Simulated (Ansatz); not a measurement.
Complex (SMILES): F (HF) with C#N (CH-N), atoms 1 to 2 the first; geometry from B3LYP-D3(BJ)/def2-TZVP, monomers rigid:
```xyz
5

F      0.9503     0.5484    -0.1025
H      0.2877     0.3564     0.5335
C     -1.8028    -0.2520     2.5405
N     -0.9963    -0.0166     1.7661
H     -2.5562    -0.4720     3.2639
```

Basis-set convergence of the counterpoise-corrected interaction energy at MP2 with Ansatz (a quantum-chemistry and plane-wave program). Cartesian d functions, on some or all atoms, in 6-31G**; all else is spherical. Cores are frozen. No added dispersion term, no relativity. Functions are those of the species that has most. Reference: Hartree-Fock in aug-cc-pVQZ plus the correlation part extrapolated as X^-3 from aug-cc-pVTZ and aug-cc-pVQZ, -7.99 kcal/mol, itself unsure by roughly 0.04 kcal/mol (a third of the extrapolation step and of the last Hartree-Fock step). Deviations are taken from unrounded values.

```
basis              functions  counterpoise-corrected interaction energy (kcal/mol)  minus reference (kcal/mol)
-----------------  ---------  ----------------------------------------------------  --------------------------
def2-SVP                  52                                                 -6.25                        1.74
6-31G**                   55                                                 -6.00                        1.99
aug-cc-pVDZ               87                                                 -7.18                        0.81
aug-pcseg-1               87                                                 -6.93                        1.06
def2-TZVP                105                                                 -7.14                        0.85
pcseg-2                  118                                                 -7.47                        0.52
jun-cc-pV(T+d)Z          145                                                 -7.59                        0.40
6-311++G(3df,3pd)        153                                                 -7.52                        0.47
aug-cc-pVTZ              184                                                 -7.72                        0.27
def2-QZVPP               231                                                 -7.67                        0.32
aug-pcseg-3              353                                                 -7.83                        0.16
cc-pV5Z                  383                                                 -7.82                        0.18
pcseg-4                  425                                                 -7.90                        0.09
```
